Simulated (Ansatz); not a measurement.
Consider the ligand exchange at the Si–O bond: `NC(O)O[SiH3]` + `O[SiH](F)[SeH]` → `F[SiH]([SeH])O[SiH3]` + `NC(O)O`.

Program: Ansatz. Geometries: PBE0-D4/def2-TZVP. ΔE: electronic, gas phase. CBS: MP2 limit from def2 TZ/QZ plus the TZ coupled-cluster correction, frozen cores. DFT in def2-TZVPP. For Se outer-core shells are correlated without core-valence functions, which leaves a few kJ/mol of doubt a bond. Scalar relativity is left out up to krypton. Each species was taken in one conformer, which may not be the lowest.

`NC(O)O[SiH3]`:

Z-matrix (Å, degrees):
```
C
O 1 1.400
O 1 1.396 2 106.4
N 1 1.422 2 109.9 3 -122.7
H 1 1.101 2 110.7 3 117.9
H 2 0.962 1 107.3 3 169.1
Si 3 1.657 1 123.0 2 40.8
H 4 1.014 1 109.5 2 68.9
H 4 1.012 1 110.9 2 -171.4
H 7 1.483 3 104.7 1 164.3
H 7 1.483 3 112.8 1 -76.9
H 7 1.488 3 110.4 1 46.0
```

`O[SiH](F)[SeH]`:

```xyz
7

O    -1.433   -0.142   -0.345
Si   -0.039   -0.344    0.466
F     0.357   -1.883    0.579
Se    1.738    0.573   -0.602
H    -1.425   -0.273   -1.295
H    -0.282    0.179    1.819
H     1.084    1.889   -0.622
```

`F[SiH]([SeH])O[SiH3]`:

Cartesian coordinates in Å:
```
F -0.754 -1.868 1.655
Si 0.147 -1.403 0.431
Se 2.129 -0.600 1.176
O -0.703 -0.294 -0.380
Si -0.675 1.238 -0.978
H 0.425 -2.576 -0.416
H 1.463 0.434 1.980
H -0.256 2.189 0.083
H -2.048 1.561 -1.432
H 0.271 1.319 -2.118
```

`NC(O)O`:

```xyz
9

N     0.485   -0.896    0.582
C    -0.276    0.166   -0.004
O    -0.277   -0.102   -1.376
O     0.303    1.391    0.306
H     0.215   -1.787    0.188
H     0.354   -0.919    1.584
H    -1.310    0.253    0.364
H    -0.745    0.619   -1.806
H     1.251    1.276    0.163
```

```json
{"level": "PBE-D4", "ΔE (kJ/mol)": "-14.0", "difference from CCSD(T)/CBS": "5.0"}
{"level": "ωB97M-V", "ΔE (kJ/mol)": "-15.4", "difference from CCSD(T)/CBS": "3.6"}
{"level": "B2PLYP", "ΔE (kJ/mol)": "-16.5", "difference from CCSD(T)/CBS": "2.5"}
{"level": "PBE", "ΔE (kJ/mol)": "-13.1", "difference from CCSD(T)/CBS": "5.9"}
{"level": "r2SCAN", "ΔE (kJ/mol)": "-14.7", "difference from CCSD(T)/CBS": "4.3"}
{"level": "PBE0", "ΔE (kJ/mol)": "-15.5", "difference from CCSD(T)/CBS": "3.5"}
{"level": "HF/def2-TZVPP", "ΔE (kJ/mol)": "-21.5", "difference from CCSD(T)/CBS": "-2.5"}
{"level": "MP2/def2-TZVPP", "ΔE (kJ/mol)": "-17.2", "difference from CCSD(T)/CBS": "1.8"}
{"level": "SCS-MP2/def2-TZVPP", "ΔE (kJ/mol)": "-18.2", "difference from CCSD(T)/CBS": "0.8"}
{"level": "CCSD/def2-TZVPP", "ΔE (kJ/mol)": "-18.7", "difference from CCSD(T)/CBS": "0.3"}
{"level": "CCSD(T)/def2-TZVPP", "ΔE (kJ/mol)": "-17.7", "difference from CCSD(T)/CBS": "1.3"}
{"level": "HF/def2-QZVPP", "ΔE (kJ/mol)": "-22.9", "difference from CCSD(T)/CBS": "-3.9"}
{"level": "MP2/def2-QZVPP", "ΔE (kJ/mol)": "-18.4", "difference from CCSD(T)/CBS": "0.6"}
{"level": "SCS-MP2/def2-QZVPP", "ΔE (kJ/mol)": "-19.4", "difference from CCSD(T)/CBS": "-0.4"}
{"level": "HF/CBS(def2)", "ΔE (kJ/mol)": "-23.1", "difference from CCSD(T)/CBS": "-4.1"}
{"level": "CCSD/CBS(def2)", "ΔE (kJ/mol)": "-19.9", "difference from CCSD(T)/CBS": "-0.9"}
{"level": "CCSD(T)/CBS", "ΔE (kJ/mol)": "-19.0", "difference from CCSD(T)/CBS": "0"}
```

Largest T1 diagnostic among the species: 0.011.

In def2-TZVPP, CCSD(T) changes the Hartree–Fock value by +3.7 kJ/mol (the triples alone add +0.9 kJ/mol) and MP2 by +4.3 kJ/mol.
